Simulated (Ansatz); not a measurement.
Species: C$_{4}$H$_{5}$NO, SMILES `CC(=O)CC#N` (O–C–C–C torsion 155°) (charge 0, multiplicity 1).

Q: Give a relaxed geometry from Ansatz (a quantum-chemistry and plane-wave program) with CAM-B3LYP-D3(BJ)/def2-TZVP.

A: One answer among several that fit: the end point of this relaxation, one of several conformers (outside a Z-matrix the atoms follow the SMILES, hydrogens last).
Cartesian coordinates (Å) in one orientation:
```xyz
11

C     -1.271    -0.594    -0.211
C     -0.499     0.364     0.641
O     -0.952     0.899     1.614
C      0.935     0.712     0.220
C      1.616    -0.310    -0.558
N      2.133    -1.129    -1.167
H     -1.231    -0.293    -1.259
H     -2.300    -0.639     0.132
H     -0.815    -1.585    -0.156
H      1.504     0.947     1.118
H      0.879     1.628    -0.375
```
